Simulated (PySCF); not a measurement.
A structure optimised at B3LYP-D3(BJ)/def2-SVP, used in a PySCF frequency run:

```
Nb
O 1 1.6985
F 1 1.8755 2 108.42
F 1 1.8755 2 108.42 3 121.32
O 1 1.8840 2 107.98 3 -119.34
H 5 0.9663 1 133.93 2 0.00
```

Question: Write its SMILES, formula and point group.

Answer: [O]=[Nb]([OH])([F])[F], F2HNbO2, Cs

Question: What are its rotational constants (standard atomic weights)?

Answer: 3.3233, 3.2412, 2.8231 GHz
